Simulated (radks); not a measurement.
Values are calculated unless marked as measured or tabulated.
Task: Yb3+, 67 electrons, occupied as [Xe] 4f13. Code: a radial shooting solver on a logarithmic mesh with Libxc functionals. Model: scalar-relativistic Kohn-Sham, r2SCAN, spin-polarised, spherical densities, finite nucleus; open shells are filled with parallel spins first (spin-orbit coupling, left out, can overturn this in heavy ions); meta-GGA in the generalised Kohn-Sham scheme; Fermi nuclear charge, rms radius 5.3108 fm. Some entries of the table are withheld. Estimate them.

| orbital | occ. | eigenvalue (eV) | r(max) (bohr) | <r^2> (bohr^2) |
|---|---|---|---|---|
| 1s up | 1 | -61346.01 | 0.01237 | 0.0005301 |
| 1s down | 1 | -61346.01 | 0.01237 | 0.0005301 |
| 2s up | 1 | -10445.78 | 0.07055 | 0.008209 |
| 2s down | 1 | -10445.78 | 0.07055 | 0.008209 |
| 2p up | 3 | -9207.452 | 0.05756 | 0.006717 |
| 2p down | 3 | -9207.447 | 0.05756 | 0.006717 |
| 3s up | 1 | -2390.504 | 0.1992 | 0.05357 |
| 3s down | 1 | -2389.879 | 0.1992 | 0.05355 |
| 3p up | 3 | -2015.365 | 0.1964 | 0.05413 |
| 3p down | 3 | -2014.738 | 0.1964 | 0.05411 |
| 3d up | 5 | -1557.983 | 0.1605 | 0.04513 |
| 3d down | 5 | -1557.504 | 0.1604 | 0.04511 |
| 4s up | 1 | -503.1806 | 0.4552 | 0.2685 |
| 4s down | 1 | -501.9244 | 0.4552 | 0.2685 |
| 4p up | 3 | -379.3834 | 0.4762 | 0.3048 |
| 4p down | 3 | -378.1433 | 0.4761 | 0.3049 |
| 4d up | 5 | -215.6285 | 0.4909 | (1) |
| 4d down | 5 | -214.3977 | 0.4909 | (2) |
| 5s up | 1 | -87.5786 | 1.063 | 1.585 |
| 5s down | 1 | -87.0578 | 1.065 | 1.595 |
| 5p up | 3 | (3) | (4) | 2.163 |
| 5p down | 3 | (5) | (6) | 2.178 |
| 4f up | 7 | -36.4355 | 0.4814 | 0.6892 |
| 4f down | 6 | -35.3249 | 0.4819 | 0.7029 |

Result: 
(1) 4d up <r^2> (bohr^2): 0.3624
(2) 4d down <r^2> (bohr^2): 0.3627
(3) 5p up eigenvalue (eV): -58.2174
(4) 5p up r(max) (bohr): 1.209
(5) 5p down eigenvalue (eV): -57.8747
(6) 5p down r(max) (bohr): 1.212
